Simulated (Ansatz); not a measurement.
Isolated molecules relaxed with PBE0-D4/def2-TZVP in Ansatz; ΔE leaves out vibrations. CCSD(T)/CBS is the MP2 limit (def2-TZVPP, def2-QZVPP) plus CCSD(T) − MP2 in def2-TZVPP, frozen cores. DFT in def2-TZVPP. For Br, Ga, V outer-core shells are correlated without core-valence functions, which leaves a few kJ/mol of doubt a bond. Scalar relativity is left out up to krypton. Each species was taken in one conformer, which may not be the lowest.

Consider the redistribution: `[Cl][Ga]([Cl])[Br]` + `[NH]=[V]([NH2])([OH])[Cl]` → `[OH][Ga]([Cl])[Br]` + `[NH]=[V]([NH2])([Cl])[Cl]`.

CCSD(T)/CBS gives +18.4 kJ/mol.

Q: Another level gave +10.9 kJ/mol. Which?
A. PBE/def2-TZVPP
B. CCSD(T)/def2-TZVPP
C. SCS-MP2/def2-TZVPP
D. PBE-QIDH/def2-TZVPP

A: D. PBE-QIDH 10.9, PBE 23.4, CCSD(T)/def2-TZVPP 17.0, SCS-MP2/def2-TZVPP -6.4 kJ/mol.

Q: What do rigid-rotor, harmonic-oscillator terms from PBE0-D4/def2-TZVP frequencies (298.15 K, 1 bar) make of the CCSD(T)/CBS value? (An estimate is asked.)

A: Computed: ΔZPE = +1.2 kJ/mol, ΔH = +19.3 kJ/mol, ΔS = 6 J/(mol·K), ΔG = +17.7 kJ/mol.

Largest T1 diagnostic among the species: 0.030, so the coupled-cluster value is less sure than usual.

In def2-TZVPP, CCSD(T) changes the Hartree–Fock value by −15.5 kJ/mol (the triples alone add −3.2 kJ/mol) and MP2 by −45.4 kJ/mol. From BLYP to BHLYP (50 % exact exchange), in def2-TZVPP and without D4, ΔE moves by +3.9 kJ/mol.
